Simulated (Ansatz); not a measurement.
Several settings on one geometry of the cluster Li2Sn⁻ (that of the charge -1 doublet, r2SCAN-D4/def2-TZVPD). Ansatz on 4 threads of Arm Neoverse V1 on a shared host; times are rough.

```
atom   x (Å)   y (Å)   z (Å)
 Li1  -1.339   1.163  -0.228
 Li2   1.499   0.060   0.974
 Sn3  -0.159  -1.223  -0.746
```

Totals from different functionals, basis sets or treatments of relativity can't be compared as stabilities.

In the def2 sets Sn takes a core potential; there is no spin–orbit coupling. LC-ωPBE has ω = 0.4 bohr⁻¹. A multiply charged anion in the gas phase is held together partly by the finite basis.

The spins typed aren't always the lowest for that charge.

Q: Give the basis size and estimate the energy, ⟨S²⟩ and time of these runs.

```
run                   method  charge    state                                                               further keys
  1     RKS LC-ωPBE/def2-SVP      -2  singlet  accuracy: high; scf: {omitted_lower_state_checks: [starts]}; forces asked
  2  ROKS ωB97X-V/def2-TZVPD      -1  doublet                               scf: {lower_state_search: off}; forces asked
  3        UKS B97M-V/STO-3G      -1  doublet  accuracy: high; scf: {omitted_lower_state_checks: [starts]}; forces asked
  4        UKS PBE/def2-TZVP      -1  doublet                  scf: {omitted_lower_state_checks: [starts]}; forces asked
```

A: 
```json
{"run": "1", "functions": "44", "energy (Eh)": "-229.1933", "⟨S²⟩": "–", "wall time": "2.1 s"}
{"run": "2", "functions": "90", "energy (Eh)": "-229.3075", "⟨S²⟩": "–", "wall time": "3.1 s"}
{"run": "3", "functions": "37", "energy (Eh)": "-5979.7945", "⟨S²⟩": "0.85", "wall time": "21 s"}
{"run": "4", "functions": "78", "energy (Eh)": "-229.3158", "⟨S²⟩": "1.06", "wall time": "1.1 s"}
```

The highest occupied level of an anion often lies above zero with these methods, and sets without diffuse functions describe the outer electron poorly. At UKS B97M-V/STO-3G, UKS PBE/def2-TZVP the charge -1 doublet is spin-contaminated (final ⟨S²⟩ up to 1.06, 0.75 for a pure state).
